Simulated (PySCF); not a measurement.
**Yb: excitation energy**

Yb [Xe] 4f14 6s2 (1S) → Yb [Xe] 4f14 5d2 (3F), as a difference of total energies. All numbers are calculated (PySCF 2.14, the spin-free X2C one-electron Hamiltonian (Gaussian nucleus), in cc-pVTZ-X2C). Correlated levels: valence: [Kr] 4d10 frozen; valence and next inner shell: [Ar] 3d10 frozen. The calculations carry no spin-orbit coupling.

| method | excitation energy (cm⁻¹) |
| --- | --- |
| UHF | 47949 |
| LDA | 48726 |
| PBE | 46358 |
| PBE0 | 46740 |
| r2SCAN | 44029 |
| MP2 (valence) | 52672 |
| SCS-MP2 (valence) | 54503 |
| MP2 (valence and next inner shell) | 53039 |
| SCS-MP2 (valence and next inner shell) | 54798 |

A first-order spin-orbit estimate (lowest level to lowest level, LS coupling) adds -0.096 eV.
